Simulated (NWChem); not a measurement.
All runs are NWChem calculations. System: 1,1,1,2-tetrafluoroethane (C$_{2}$H$_{2}$F$_{4}$), charge 0, spin multiplicity 1, at a geometry optimised with PBE0/def2-SVP. Level: G0W0@CAM-B3LYP/def2-TZVP, RI basis def2-tzvp-rifit.

Input file:

```
start mol
memory heap 200 mb stack 700 mb global 1700 mb
geometry units angstroms nocenter noautoz
  F      1.061065    -1.628904     0.000000
  C     -0.210460    -1.154837     0.000000
  C     -0.197195     0.358619     0.000000
  F      0.416433     0.843774     1.075931
  F      0.416433     0.843774    -1.075931
  F     -1.456187     0.804860     0.000000
  H     -0.746882    -1.497109     0.899390
  H     -0.746882    -1.497109    -0.899390
  symmetry group Cs
end
basis spherical
  * library def2-tzvp
end
basis "ri basis" bse spherical
  * library def2-tzvp-rifit
end
dft
  xc xcamb88 1.00 lyp 0.81 vwn_5 0.19 hfexch 1.00
  cam 0.33 cam_alpha 0.19 cam_beta 0.46
  direct
  iterations 100
  tolerances tight
end
task dft energy
gw
  method cdgw
  states alpha occ 4 vir 2
end
task dft gw
```

Part of the output:

```
             Northwest Computational Chemistry Package (NWChem) 7.3.0
             --------------------------------------------------------

                                NWChem Input Module
                                -------------------

 Scaling coordinates for geometry "geometry" by  1.889725989
 (inverse scale =  0.529177249)

 Turning off AUTOSYM since
 SYMMETRY directive was detected!

                             Geometry "geometry" -> ""
                             -------------------------

 Output coordinates in angstroms (scale by  1.889725989 to convert to a.u.)

  No.       Tag          Charge          X              Y              Z
 ---- ---------------- ---------- -------------- -------------- --------------
    1 F                    9.0000     1.06106500    -1.62890400     0.00000000
    2 C                    6.0000    -0.21046000    -1.15483700     0.00000000
    3 C                    6.0000    -0.19719500     0.35861900     0.00000000
    4 F                    9.0000     0.41643300     0.84377400     1.07593100
    5 F                    9.0000     0.41643300     0.84377400    -1.07593100
    6 F                    9.0000    -1.45618700     0.80486000     0.00000000
    7 H                    1.0000    -0.74688200    -1.49710900     0.89939000
    8 H                    1.0000    -0.74688200    -1.49710900    -0.89939000

 Effective nuclear repulsion energy (a.u.)     273.4794651002

            Nuclear Dipole moment (a.u.)
            ----------------------------
        X                 Y               Z
 ---------------- ---------------- ----------------
     0.0000037795     0.0000188973     0.0000000000

      Symmetry information
      --------------------

 Group name             Cs
 Group number              2
 Group order               2
 No. of unique centers     6

      Symmetry unique atoms

     1    2    3    4    6    7


 Summary of "ao basis" -> "" (spherical)
 ------------------------------------------------------------------------------
       Tag                 Description            Shells   Functions and Types
 ---------------- ------------------------------  ------  ---------------------
 *                         def2-tzvp                  on all atoms

 new library libraries.bse/

 Summary of "ri basis" -> "" (spherical)
 ------------------------------------------------------------------------------
       Tag                 Description            Shells   Functions and Types
 ---------------- ------------------------------  ------  ---------------------
 *                      def2-tzvp-rifit               on all atoms

                                 NWChem DFT Module
                                 -----------------

 Summary of "ao basis" -> "ao basis" (spherical)
 ------------------------------------------------------------------------------
       Tag                 Description            Shells   Functions and Types
 ---------------- ------------------------------  ------  ---------------------
 F                         def2-tzvp                11       31   5s3p2d1f
 C                         def2-tzvp                11       31   5s3p2d1f
 H                         def2-tzvp                 4        6   3s1p

 Summary of "ao basis" -> "ao basis" (spherical)
 ------------------------------------------------------------------------------
       Tag                 Description            Shells   Functions and Types
 ---------------- ------------------------------  ------  ---------------------
[...]
  ----- ------------  ---------------      ----- ------------  ---------------
     7      0.296480  1 F  py                10      0.236153  1 F  py
    38     -0.219518  2 C  py                69      0.212081  3 C  py
    13      0.177955  1 F  py                41     -0.172391  2 C  py
    66     -0.168457  3 C  s                100     -0.160078  4 F  py
   131     -0.160078  5 F  py               162     -0.156616  6 F  py

 Vector   26  Occ=0.000000D+00  E= 7.657142D-02  Symmetry=a'
              MO Center= -5.1D-01, -1.5D+00, -1.6D-14, r^2= 4.8D+00
   Bfn.  Coefficient  Atom+Function         Bfn.  Coefficient  Atom+Function
  ----- ------------  ---------------      ----- ------------  ---------------
    36      3.889668  2 C  s                 67     -1.943086  3 C  s
   189     -1.937210  7 H  s                195     -1.937210  8 H  s
    43     -1.161926  2 C  px                44      0.477960  2 C  py
    75      0.405658  3 C  py                98      0.322487  4 F  s
   129      0.322487  5 F  s                  5      0.301211  1 F  s

 Vector   27  Occ=0.000000D+00  E= 1.004386D-01  Symmetry=a'
              MO Center= -5.9D-01, -9.6D-01, -6.1D-16, r^2= 4.1D+00
   Bfn.  Coefficient  Atom+Function         Bfn.  Coefficient  Atom+Function
  ----- ------------  ---------------      ----- ------------  ---------------
    36      1.957437  2 C  s                189     -1.010145  7 H  s
   195     -1.010145  8 H  s                  5     -0.935424  1 F  s
   160      0.638155  6 F  s                 44     -0.623634  2 C  py
    67     -0.510810  3 C  s                 74      0.430297  3 C  px
    12      0.351498  1 F  px                43      0.338498  2 C  px

 Vector   28  Occ=0.000000D+00  E= 1.199311D-01  Symmetry=a"
              MO Center= -9.4D-01, -1.5D+00,  6.6D-14, r^2= 4.3D+00
   Bfn.  Coefficient  Atom+Function         Bfn.  Coefficient  Atom+Function
  ----- ------------  ---------------      ----- ------------  ---------------
   189      2.200904  7 H  s                195     -2.200904  8 H  s
    45     -1.413507  2 C  pz                39     -0.260191  2 C  pz
   188     -0.233568  7 H  s                194      0.233568  8 H  s
    14      0.176033  1 F  pz                73     -0.147183  3 C  pz
    70     -0.139435  3 C  pz                54      0.136841  2 C  d  1

 center of mass
 --------------
 x =   0.03555184 y =   0.07100521 z =   0.00000000

 moments of inertia (a.u.)
 ------------------
         561.748231219591         133.922584447195           0.000000000000
         133.922584447195         414.127664187451           0.000000000000
           0.000000000000           0.000000000000         650.076233006358

     Multipole analysis of the density
     ---------------------------------

     L   x y z        total         alpha         beta         nuclear
     -   - - -        -----         -----         ----         -------
     0   0 0 0     -0.000000    -25.000000    -25.000000     50.000000

     1   1 0 0     -0.588534     -0.294269     -0.294269      0.000004
     1   0 1 0     -0.532452     -0.266235     -0.266235      0.000019
     1   0 0 1      0.000000      0.000000      0.000000      0.000000

     2   2 0 0    -25.149264    -73.199328    -73.199328    121.249392
     2   1 1 0      2.256988     30.605021     30.605021    -58.953054
     2   1 0 1     -0.000000     -0.000000     -0.000000      0.000000
     2   0 2 0    -23.989732   -111.594600   -111.594600    199.199467
     2   0 1 1     -0.000000     -0.000000     -0.000000      0.000000
     2   0 0 2    -23.754032    -51.971319    -51.971319     80.188606

 Task  times  cpu:      180.3s     wall:      180.3s

                                NWChem Input Module
                                -------------------

                                 NWChem GW Module
                                 ----------------

                             ***********************
                             ***        GW       ***
                             ***********************

 Summary of "ri basis" -> "ri basis" (spherical)
 ------------------------------------------------------------------------------
       Tag                 Description            Shells   Functions and Types
 ---------------- ------------------------------  ------  ---------------------
 F                      def2-tzvp-rifit             22       76   8s6p4d3f1g
 C                      def2-tzvp-rifit             22       76   8s6p4d3f1g
 H                      def2-tzvp-rifit              7       15   4s2p1d

  int_init: cando_txs set to always be  F
  int_init: cando_txs set to always be  F

                 Memory Information
                 ------------------
          Available GA per process is          1699.7 MBs
          Available stack per process is        700.0 MBs
          Available heap per process is           0.0 MBs

          Peak memory in Initialization
              Peak GA per process is                 22.0 MBs
              Peak stack per process is               0.5 MBs
              Peak heap per process is               22.6 MBs
              Memory not in MA per process            0.0 MBs

          Peak memory in CDGW Calculation
              Peak GA per process is                 25.8 MBs
              Peak stack per process is               3.6 MBs
              Peak heap per process is                4.2 MBs
              Memory not in MA per process            0.0 MBs

          Computing 2-center integrals
          Computing Inverse Cholesky factor
          Computing 3-center integrals
          Computing Vxc

          Computing Sigma_x
          Computing W(iw) on the imaginary grid
          Solving quasiparticle equations

                  Alpha Orbitals
          State     Energy (eV)     Error (eV)
          -----------------------------------
@GW        22        -15.880           0.004
@GW        23        -15.372           0.004
@GW        24        -13.983           0.004
@GW        25        -13.554           0.004
@GW        26          3.314           0.003
@GW        27          4.120           0.003

     GW Timing Statistics
   ------------------------
   Init.   :          0.1s
     ERIs  :          2.2s
     Distr.:          0.0s
     Vxc   :         12.7s
   Vmo     :          0.0s
   iW      :          4.8s
   I_n     :          0.0s
   R_n     :          0.6s
   GW total:         20.3s

 Task  times  cpu:       20.3s     wall:       20.3s

 Total times  cpu:      200.6s     wall:      200.6s
```
